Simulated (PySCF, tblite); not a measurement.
Species: C7H7N2 (charge +1).
Atom-mapped SMILES: `[CH3:1][c:2]1[cH:3][cH:4][cH:5][c:6]([C:7]#[N:8])[nH+:9]1` (hydrogens: H10, H11, H12 on C1; H13 on C3; H14 on C4; H15 on C5; H16 on N9)
Bond orders are those of one Lewis drawing.

Computed with GFN2-xTB (tblite), gas phase: Langevin dynamics at 200 K from the optimised GFN2-xTB geometry, time step 0.5 fs, friction 0.01 fs⁻¹, 2000 steps. Over the second half of the run the saved frames average 187 K.

Frame at 250 fs, instantaneous temperature 120 K:
```
atom  x, y, z in Å
C1     -2.585   -0.796    0.200
C2     -1.269   -0.236    0.304
C3     -0.949    1.031    0.769
C4      0.339    1.528    0.929
C5      1.393    0.746    0.526
C6      1.068   -0.452   -0.099
C7      2.087   -1.364   -0.621
N8      2.893   -2.109   -0.909
N9     -0.213   -0.936   -0.119
H10    -3.013   -0.680   -0.834
H11    -3.305   -0.262    0.826
H12    -2.614   -1.852    0.379
H13    -1.772    1.750    0.992
H14     0.522    2.442    1.445
H15     2.435    1.025    0.600
H16    -0.345   -1.900   -0.450
```

Frame at 425 fs, instantaneous temperature 161 K:
```
atom  x, y, z in Å
C1     -2.931   -0.774    0.319
C2     -1.628   -0.245    0.614
C3     -1.303    1.004    1.156
C4      0.019    1.389    1.288
C5      1.050    0.571    0.879
C6      0.726   -0.625    0.292
C7      1.731   -1.481   -0.202
N8      2.529   -2.240   -0.517
N9     -0.605   -0.976    0.145
H10    -2.793   -1.709   -0.251
H11    -3.579   -0.004   -0.166
H12    -3.451   -1.023    1.264
H13    -2.087    1.669    1.465
H14     0.212    2.343    1.794
H15     2.052    0.868    0.875
H16    -0.815   -1.835   -0.335
```

Frame at 625 fs, instantaneous temperature 114 K:
```
atom  x, y, z in Å
C1     -2.879   -0.986    0.524
C2     -1.480   -0.356    0.583
C3     -1.278    0.988    0.926
C4      0.017    1.506    1.000
C5      1.079    0.705    0.639
C6      0.876   -0.632    0.399
C7      1.919   -1.548    0.127
N8      2.735   -2.302   -0.138
N9     -0.394   -1.089    0.340
H10    -2.921   -1.989    0.057
H11    -3.550   -0.309   -0.054
H12    -3.221   -1.047    1.633
H13    -2.206    1.492    1.243
H14     0.109    2.576    1.065
H15     2.109    1.036    0.718
H16    -0.540   -2.126    0.203
```

Frame at 800 fs, instantaneous temperature 240 K:
```
atom  x, y, z in Å
C1     -2.771   -0.887    1.005
C2     -1.379   -0.364    1.071
C3     -1.090    0.956    1.305
C4      0.160    1.509    1.166
C5      1.200    0.644    0.874
C6      0.971   -0.706    0.655
C7      2.070   -1.554    0.374
N8      3.025   -2.168    0.178
N9     -0.345   -1.139    0.711
H10    -2.874   -1.951    0.859
H11    -3.269   -0.370    0.205
H12    -3.273   -0.662    1.963
H13    -1.966    1.539    1.540
H14     0.374    2.543    1.307
H15     2.172    1.019    0.851
H16    -0.517   -2.157    0.600
```

Frame at 1000 fs, instantaneous temperature 225 K:
```
atom  x, y, z in Å
C1     -2.478   -1.195    1.079
C2     -1.286   -0.294    0.963
C3     -1.365    1.065    1.104
C4     -0.280    1.875    0.876
C5      0.975    1.331    0.712
C6      1.062   -0.087    0.715
C7      2.340   -0.724    0.657
N8      3.303   -1.323    0.555
N9     -0.070   -0.822    0.845
H10    -2.112   -2.276    1.034
H11    -3.208   -1.103    0.301
H12    -2.952   -1.044    2.035
H13    -2.328    1.512    1.339
H14    -0.395    2.942    0.873
H15     1.842    1.896    0.551
H16     0.059   -1.865    0.850
```

**Question.** What do single points at PBE0/pcSseg-1 (PySCF, gas phase) give on these frames?

**Answer.** 
| t (fs) | GFN2-xTB E above start (eV) | DFT E above lowest frame (eV) | HOMO (eV) | LUMO (eV) |
| --- | --- | --- | --- | --- |
| 250 | 0.29 | 0.07 | -13.02 | -7.56 |
| 425 | 0.27 | 0.00 | -13.01 | -7.56 |
| 625 | 0.39 | 0.10 | -13.06 | -7.53 |
| 800 | 0.27 | 0.01 | -13.04 | -7.63 |
| 1000 | 0.26 | 0.03 | -13.07 | -7.53 |

The two levels order the frames alike by energy but for pairs within 0.08 eV at one level; measured from each level's lowest frame they differ by 0.04 eV at most. The HOMO–LUMO gap runs from 5.41 to 5.54 eV. These are instantaneous structures, not minima.

**Question.** And the isotropic GIAO shieldings (ppm) from the same runs?

**Answer.** 
```
atom  250 fs  425 fs  625 fs  800 fs  1000 fs   mean  range
  C1   167.6   159.1   152.6   162.8    159.2  160.3   15.0
  C2    27.4    20.1    17.9    23.5     28.3   23.4   10.4
  C3    47.8    49.7    42.2    51.5     50.8   48.4    9.3
  C4    30.2    30.0    32.8    33.2     32.9   31.8    3.2
  C5    48.2    50.9    50.4    42.9     43.3   47.1    8.0
  C6    50.3    54.3    58.1    52.8     50.1   53.1    8.0
  C7    72.5    71.6    72.0    71.9     72.6   72.1    1.0
  N8   -84.9  -105.0   -98.2  -110.5    -98.4  -99.4   25.6
  N9    44.9    43.0    45.1    46.5     45.0   44.9    3.5
 H10    27.4    28.6    28.1    29.0     28.0   28.2    1.6
 H11    28.1    27.1    27.2    28.5     28.3   27.8    1.4
 H12    29.1    27.4    26.3    27.7     28.3   27.8    2.8
 H13    23.1    23.4    22.8    23.7     23.3   23.3    0.9
 H14    22.7    22.4    22.6    22.6     22.8   22.6    0.4
 H15    23.0    23.8    23.2    23.7     23.4   23.4    0.8
 H16    21.3    21.8    20.7    21.3     20.7   21.2    1.1
```

The cost below is that of the whole dynamics run. The run took 15 s wall on an AMD EPYC 7B13 with one thread, shared host with 96 logical CPUs at a one-minute load of 22, and the process peaked at 0.18 GiB of memory.
